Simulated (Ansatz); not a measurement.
Reaction (ligand exchange at a Ti–N bond): `C[NH][Ti]([F])([F])[Cl]` + H₂Se → `[F][Ti]([F])([Cl])[SeH]` + CH₃NH₂

Computed with Ansatz on PBE0-D4/def2-TZVP structures; ΔE is electronic, products minus reactants. CCSD(T)/CBS is the MP2 limit (def2-TZVPP, def2-QZVPP) plus CCSD(T) − MP2 in def2-TZVPP, frozen cores. DFT in def2-TZVPP. B3LYP here is the variant with VWN-RPA as its local correlation; programs differ in this. HSE06 is defined as in plane-wave codes. For Se, Ti outer-core shells are correlated without core-valence functions, which leaves a few kJ/mol of doubt a bond. Scalar relativity is left out up to krypton. One conformer a species, not always the lowest.

| level | ΔE (kJ/mol) | difference from CCSD(T)/CBS |
| --- | --- | --- |
| LDA (SPW92) | -5.0 | -3.4 |
| PBE-D4 | -10.1 | -8.5 |
| revPBE-D4 | -7.4 | -5.8 |
| BLYP-D4 | -4.3 | -2.7 |
| r2SCAN-D4 | -9.0 | -7.4 |
| B97M-V | -7.1 | -5.5 |
| r2SCANh-D4 | -8.4 | -6.8 |
| r2SCAN0-D4 | -7.3 | -5.7 |
| HSE06-D4 | -8.6 | -7.0 |
| BHLYP-D4 | -2.2 | -0.6 |
| ωB97M-V | -1.1 | 0.5 |
| B2PLYP | -8.8 | -7.2 |
| PBE-QIDH | -9.5 | -7.9 |
| PBE | -11.8 | -10.2 |
| revPBE | -13.4 | -11.8 |
| BLYP | -7.7 | -6.1 |
| r2SCAN | -9.9 | -8.3 |
| PBE0 | -9.5 | -7.9 |
| B3LYP | -5.6 | -4.0 |
| r2SCANh | -9.2 | -7.6 |
| r2SCAN0 | -8.2 | -6.6 |
| HSE06 | -9.9 | -8.3 |
| BHLYP | -2.0 | -0.4 |
| CAM-B3LYP | 2.5 | 4.1 |
| LC-ωPBE | 1.5 | 3.1 |
| HF/def2-SVP | 20.5 | 22.1 |
| MP2/def2-SVP | 11.4 | 13.0 |
| CCSD/def2-SVP | 22.2 | 23.8 |
| CCSD(T)/def2-SVP | 15.1 | 16.7 |
| HF/def2-TZVPP | 1.6 | 3.2 |
| MP2/def2-TZVPP | -6.8 | -5.2 |
| SCS-MP2/def2-TZVPP | -2.5 | -0.9 |
| CCSD/def2-TZVPP | 3.5 | 5.1 |
| CCSD(T)/def2-TZVPP | -1.2 | 0.4 |
| HF/def2-QZVPP | 1.2 | 2.8 |
| MP2/def2-QZVPP | -7.2 | -5.6 |
| SCS-MP2/def2-QZVPP | -2.5 | -0.9 |
| HF/CBS(def2) | 1.2 | 2.8 |
| MP2/CBS(def2) | -7.3 | -5.7 |
| CCSD/CBS(def2) | 3.0 | 4.6 |
| CCSD(T)/CBS | -1.6 | 0 |

Problem. What do rigid-rotor, harmonic-oscillator terms from PBE0-D4/def2-TZVP frequencies (298.15 K, 1 bar) make of the CCSD(T)/CBS value? (Estimate.)

Solution. The calculation gave: ΔZPE = +12.4 kJ/mol, ΔH = +9.5 kJ/mol, ΔS = 7 J/(mol·K), ΔG = +7.3 kJ/mol.

Largest T1 diagnostic among the species: 0.024, so the coupled-cluster value is less sure than usual.

From BLYP to BHLYP (50 % exact exchange), in def2-TZVPP and without D4, ΔE moves by +5.7 kJ/mol. At CCSD(T), def2-SVP lies +16.7 kJ/mol from the extrapolated value and def2-TZVPP +0.4 kJ/mol.

CCSD(T)/CBS has its own doubt, a few kJ/mol and more with outer-core shells, so smaller differences from it don't rank the levels.
